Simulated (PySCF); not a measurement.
**Static response to an electric field**

C4H4O2Si.
Geometry (GFN2-xTB, Å), atoms numbered from 1 in this order:
```
atom  x, y, z in Å
O1     3.2312   -0.1225   -0.3206
C2     2.0445   -0.0564   -0.2001
C3     0.8985   -0.9968   -0.2696
C4    -0.0404   -0.0484   -0.0080
Si5   -1.9151   -0.0002    0.1729
C6     0.9895    1.0361    0.0986
O7     0.9720    2.2087    0.3175
H8     0.8358   -2.0533   -0.4590
H9    -2.4180   -1.3572   -0.0351
H10   -2.4062    0.9193   -0.8502
H11   -2.1864    0.4733    1.5277
```

Level: B3LYP/def2-SVPD (PySCF), static field, nuclei fixed, core orbitals frozen in the response. The polarisability tensor in these axes (au):

```
x   102.90  -1.05  -4.83
y    -1.05  78.93   4.99
z    -4.83   4.99  53.79
```

**Question.** Diagonalise the tensor; give its mean and Δα, where Δα² is half the sum of the squared differences of the eigenvalues.

**Answer.** Principal values 52.42, 79.73 and 103.47 au; mean 78.54 au = 11.64 Å³ = 12.95 × 10⁻⁴⁰ C²·m²/J; Δα = 44.24 au (56 % of the mean).

**Question.** What is the dipole moment, and where does it point?

**Answer.** (-4.03, -3.16, -0.21) D, 5.12 D in size, pointing from the negative to the positive side. Measured along this direction, the outermost atoms are O1 at the negative end and H9 at the positive end.

**Question.** What would n − 1 = 2πNα be for an ideal gas of these molecules at 500 K and 1 atm, electronic part alone?

**Answer.** N = p/kT = 1.4678 × 10¹⁹ cm⁻³, so n − 1 = 2π × N × 11.64 × 10⁻²⁴ cm³ = 1073 × 10⁻⁶ at long wavelengths, for an ideal gas.

**Question.** How large is μ²/3kT at 350 K beside α?

**Answer.** In Gaussian units μ²/3kT = 180.86 Å³ against 11.64 Å³, a ratio of 15.54; the Debye molar polarisation (4π/3)N_A(α + μ²/3kT) is 485.6 cm³/mol, leaving out the vibrational part.

**Question.** What are the principal values of the traceless quadrupole moment, Θ = ½Σq(3rr − r²1), about the centre of nuclear charge?

**Answer.** -6.53, -0.03, 6.56 D·Å. The values depend on the origin, since the dipole doesn't vanish. The electronic extent ⟨r²⟩ about the same centre is 995 bohr², a root-mean-square distance of 2.19 Å for the 58 electrons.

**Question.** Estimate the molar refractivity from the static electronic polarisability.

**Answer.** Lorentz–Lorenz: R = (4π/3)N_A α = 2.5225 cm³/(mol·Å³) × 11.64 Å³ = 29.4 cm³/mol, in the limit of long wavelengths.

Isolated species at its GFN2-xTB geometry, gas phase.
